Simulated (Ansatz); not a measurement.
Q: Name a neutral molecule of Al, Br, O, S, Si and H with LUMO energy (PBE0/def2-TZVPP) between -1.10 and -0.80 eV and HOMO energy (B3LYP/def2-TZVPP) between -7.90 and -7.60 eV (Ansatz, PBE0-D4/def2-TZVP geometry).

A: `[SiH3][O][Al]([SH])[Br]` (-0.99 eV, -7.77 eV). Other molecules can fit too; these were computed, each in one conformer that needn't be the lowest.

B3LYP here is the variant with VWN-RPA as its local correlation; programs differ in this.
